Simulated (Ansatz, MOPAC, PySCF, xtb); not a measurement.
Complex: CH3Cl (SMILES CCl) (first 5 atoms) with CHN (SMILES C#N); geometry from B3LYP-D3(BJ)/def2-TZVP, rigid monomers moved along the line of their centres of mass till H5···N7 is 2.39 Å.
(charge 0, multiplicity 1):
```csv
atom,x (Å),y (Å),z (Å)
C,0.5417,-0.4595,1.1003
Cl,-1.0040,0.4061,1.4187
H,0.3040,-1.3928,0.5996
H,1.1536,0.1735,0.4656
H,1.0288,-0.6424,2.0528
C,-0.0620,0.1334,4.3591
N,0.9467,-0.4067,4.4305
H,-0.9996,0.6334,4.2697
```

Monomers are frozen at their geometry in the pair; levels with a basis set take the counterpoise correction. Rows marked so take none.

Rows in 6-31G* carry no dispersion term and start afresh at each structure (6-31G* with six Cartesian d functions). The state that PM3 reach isn't checked.

Programs: Ansatz (a program for electronic structure); MOPAC for PM3 (differences of heats of formation); PySCF for 6-31G* rows, the dispersion terms; xtb for the GFN methods. Each number belongs to the level named beside it.

One of these levels gives -122.4 meV for the interaction energy. Which one is it?
(A) GFN-FF
(B) PBE-D3(BJ)/def2-TZVPPD
(C) PM3
(D) B3LYP/6-31G* (no counterpoise)

B, PBE-D3(BJ)/def2-TZVPPD. The others give -75.9 (GFN-FF), 44.1 (PM3), -57.3 (B3LYP/6-31G* (no counterpoise))
